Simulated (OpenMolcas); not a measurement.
Pt6+ (d4) among equal point charges was computed by CASSCF with the d shell active (OpenMolcas, ANO-RCC-VTZP on the metal). Its lowest spin-free states, and all those of the highest spin:

```
2S+1  Degeneracy  E (cm-1)
   5           1       0.0
   5           2      5526
   5           2     14661
   3           2     21752
   3           2     22468
   3           2     24498
   3           2     24767
   3           1     25513
   3           2     26417
   3           2     26958
   3           1     28172
   3           2     28232
```

**Question.** Is the site octahedral, tetrahedral or cube-like, axial, or of lower symmetry?

**Answer.** The states with 2S+1 = 5 have orbital degeneracies 1, 2, 2. There are pairs but no triples, so the site is axial: not cubic, but with a proper or improper axis of order three or more. The run had Pt6+ among 2 point charges of -1.5 e arranged as a linear pair (D∞h), 1.94 Å from the ion.

Spin-orbit coupling mixes the spin-free states strongly: the lowest level takes only 32 % from its leading state, 5Σ. Without dynamic correlation the repulsion within the d shell is too large (B by tens of per cent), so at a given field states of lower spin stand too high. Point charges give a weaker field than real ligands, and real ions of this kind are as a rule low spin; the high spin found here belongs to the model. This is an electrostatic model: the charges have no orbitals. No measured value stands beside these numbers.
